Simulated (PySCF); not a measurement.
Job file and geometry (Å, from GFN2-xTB) of an NMR shielding run on SMILES F[C@H]1[C@@H]([C@@H](C)B(F)F)[C@H]1F, C5H7BF4, PySCF, GIAO PBE0/pcSseg-1 NMR shielding, non-relativistic, gas phase; density fitting, a coarse starting grid and PySCF grid level 2 are the driver's defaults:

```
$ OMP_NUM_THREADS=1 python probes_run.py task.json out

{"job": {"kind": "nmr", "xc": "PBE0", "basis": "pcSseg-1"}, "charge": 0, "multiplicity": 1}
C     -1.380765    -1.326797    -0.136359
C     -0.599929    -0.028244    -0.414855
B     -1.560527     1.231579    -0.547421
F     -2.531230     1.288393    -1.432345
F     -1.476061     2.293443     0.226365
C      0.470466     0.174453     0.645411
C      1.711161     0.945337     0.285737
F      1.818605     1.425611    -0.980065
C      1.788431    -0.539352     0.502964
F      1.968572    -1.351023    -0.570434
H     -1.874424    -1.276334     0.831306
H     -0.701018    -2.175015    -0.139458
H     -2.135668    -1.480136    -0.902250
H     -0.094342    -0.166584    -1.378349
H      0.089752     0.305028     1.650328
H      2.182654     1.623605     0.986116
H      2.317326    -0.931934     1.363398
```

Q: Write the output of this run.

A: 
```
coarse grid: 15200 points
cycle   1  E = -618.1556163988  dE =  1.401e+00  |g| = 8.344e-01  |ddm| = 3.626e+00
cycle   2  E = -618.0631891628  dE =  9.243e-02  |g| = 1.176e+00  |ddm| = 1.231e+00
cycle   3  E = -618.2694025326  dE = -2.062e-01  |g| = 7.857e-02  |ddm| = 7.505e-01
cycle   4  E = -618.2703220868  dE = -9.196e-04  |g| = 4.226e-02  |ddm| = 8.535e-02
cycle   5  E = -618.2706854970  dE = -3.634e-04  |g| = 7.720e-03  |ddm| = 3.940e-02
cycle   6  E = -618.2706945497  dE = -9.053e-06  |g| = 2.616e-03  |ddm| = 7.254e-03
final grid: 151272 points
cycle   7  E = -618.3509169078  dE = -8.763e-05  |g| = 8.959e-03  |ddm| = 3.244e-02
cycle   8  E = -618.3509048519  dE =  1.206e-05  |g| = 1.242e-02  |ddm| = 1.568e-02
cycle   9  E = -618.3509324249  dE = -2.757e-05  |g| = 1.105e-03  |ddm| = 8.906e-03
cycle  10  E = -618.3509326102  dE = -1.853e-07  |g| = 3.175e-04  |ddm| = 1.039e-03
cycle  11  E = -618.3509326270  dE = -1.672e-08  |g| = 7.776e-05  |ddm| = 2.516e-04
cycle  12  E = -618.3509326282  dE = -1.196e-09  |g| = 2.247e-05  |ddm| = 7.789e-05
cycle  13  E = -618.3509326282  dE = -9.049e-11  |g| = 5.123e-06  |ddm| = 1.951e-05
converged SCF energy = -618.3509326282

GIAO shielding tensors (ppm)
atom      isotropic    diamagn.    paramagn.     s11        s22        s33       span
  0 C      170.352     245.346     -74.994    155.749    166.828    188.480     32.731
  1 C      172.533     250.344     -77.811    160.186    175.049    182.364     22.177
  2 B       72.003     193.691    -121.687     45.428     79.574     91.008     45.580
  3 F      245.568     466.592    -221.024     66.870    295.644    374.191    307.321
  4 F      242.408     469.567    -227.159     62.358    291.608    373.257    310.900
  5 C      162.112     250.976     -88.863    133.933    150.280    202.124     68.191
  6 C      113.861     245.992    -132.131     61.280     90.930    189.373    128.094
  7 F      441.764     472.848     -31.084    407.559    436.424    481.311     73.752
  8 C      113.939     245.289    -131.349     60.450     90.151    191.217    130.767
  9 F      449.153     472.550     -23.397    419.841    436.899    490.718     70.877
 10 H       30.686      29.700       0.986     26.713     28.272     37.072     10.358
 11 H       30.193      29.638       0.554     24.451     29.782     36.345     11.893
 12 H       30.206      28.754       1.452     25.086     27.970     37.561     12.475
 13 H       29.890      32.029      -2.139     25.636     30.408     33.624      7.988
 14 H       30.950      32.719      -1.769     25.580     28.233     39.038     13.458
 15 H       27.321      30.251      -2.930     22.140     26.154     33.669     11.529
 16 H       27.317      30.148      -2.830     21.906     26.356     33.691     11.785
```

Size and cost of the density-fitted run: 205 basis functions, 63 s wall time on 1 thread of an Arm Neoverse N1, shared host; peak memory 0.92 GiB.
